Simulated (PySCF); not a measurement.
Calculation: PBE-D3(BJ)/def2-TZVP // PBE0-D3(BJ)/def2-TZVP in PySCF. Gas-phase values, no solvent. One relaxed conformer stands for a flexible species; it need not be the lowest. Excitations are Tamm–Dancoff values on a coarser integration grid. The basis has no diffuse functions, so Rydberg states are missing or too high.

Reference species (SMILES): `CB(C)C` (neutral, multiplicity 1).

The S1–T1 gap (TDA) is 0.55 eV, the T1 excitation (TDA) comes out as 5.57 eV and the S1 excitation (TDA) is 6.12 eV. The S1 oscillator strength is 0.000.

Changed species: `OB(O)O` (3 of 3 CH3 replaced by OH; the reference has 0 of 3 CH3 replaced by OH).

### Question
Give the shifts of the S1–T1 gap (TDA), T1 excitation (TDA), S1 excitation (TDA) and S1 oscillator strength.

### Answer
the S1–T1 gap (TDA) decreases by 0.41 eV, to 0.14 eV; the T1 excitation (TDA) increases by 1.04 eV, to 6.61 eV; the S1 excitation (TDA) rises by 0.64 eV, to 6.76 eV; the S1 oscillator strength stays essentially unchanged.
